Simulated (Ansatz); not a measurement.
Spectroscopic constants of CSe, closed-shell singlet (the spin of the measured ground state). No spin–orbit coupling. Se is treated without relativity.

D_e counts from the fitted minimum to each atom's lowest state at the same level, without counterpoise. The singlet is restricted.

Correlated levels freeze the inner cores; with def2 sets outer-core shells near the valence are correlated too. CBS: X⁻³ extrapolation of the correlation energy, Hartree–Fock from the larger set.

Run with Ansatz (Gaussian basis) for Hartree–Fock, density functionals and correlated methods. Each number belongs to the level named beside it.

```csv
level,bond energy D_e (kJ/mol)
PBE/def2-TZVPP,641.4
r2SCAN/def2-TZVPP,593.5
PBE0/def2-TZVPP,585.6
BHLYP/def2-TZVPP,?
wB97X-V/def2-TZVPP,578.4
wB97M-V/def2-TZVPP,582.4
CCSD/def2-TZVPP,?
CCSD(T)/def2-QZVPP,596.0
"CCSD(T)/CBS(def2-TZVPP, def2-QZVPP)",606.4
```

Q: Some entries are withheld; supply them.

A: 
- BHLYP/def2-TZVPP, bond energy D_e (kJ/mol): 515.6
- CCSD/def2-TZVPP, bond energy D_e (kJ/mol): 539.5

Doubts at one or more of the structures used: a restricted determinant that unrestricted orbitals would lower (CCSD/def2-TZVPP, CCSD(T)/def2-QZVPP, CCSD(T)/CBS(def2-TZVPP, def2-QZVPP)).

Ansatz is a quantum-chemistry and plane-wave program.
